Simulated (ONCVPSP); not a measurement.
## Ce (Z = 58): ONCV pseudisation with PBE, scalar-relativistic reference atom.

- Element: cerium
- Generator: ONCVPSP 4.0.1
- Type: optimised norm-conserving Vanderbilt (ONCV)
- Functional: PBE
- Relativity: scalar-relativistic
- Frozen core: [Kr] 4d10
- Valence charge: 12
- Reference configuration: 4f1 5s2 5p6 5d1 6s2
- Partial waves: 5s+6s: rc 2.70 bohr, ncon 4, nbas 7, qcut 4.5 1/bohr, 2 projectors; 5p: rc 1.95 bohr, ncon 4, nbas 8, qcut 4.5 1/bohr, 2 projectors, debl 3.9 Ha; 5d: rc 2.65 bohr, ncon 4, nbas 7, qcut 3.2 1/bohr, 1 projector; 4f: rc 1.35 bohr, ncon 4, nbas 9, qcut 11.4 1/bohr, 3 projectors, debl 1.4 Ha
- Local potential: polynomial inside 1.15 bohr (lpopt 5, dvloc0 0 Ha)
- Core correction: Teter function, fcfact 4.5, rcfact 1.2

Question: Estimate the cutoffs (Ha) at which the residual kinetic energy of the hardest occupied pseudo-wave falls to 1 and 0.1 mHa per electron.

Answer: 59 Ha and 76 Ha.

Question: Does the potential have ghost states?

Answer: Ghosts flagged at negative energy: s at -120.9 eV; GHOST(+) flagged for p at 93.7 eV. A true bound ghost makes a file unfit for plane-wave use.

Question: Which valence shell sets the plane-wave cutoff?

Answer: 4f: 59 Ha for 1 mHa per electron, against 12 Ha for 5p.

Its largest configuration-test error is -7.9 meV (4f1 5s2 5p6 5d1 6s0). 1 of 4 tests not solved or not reliable.
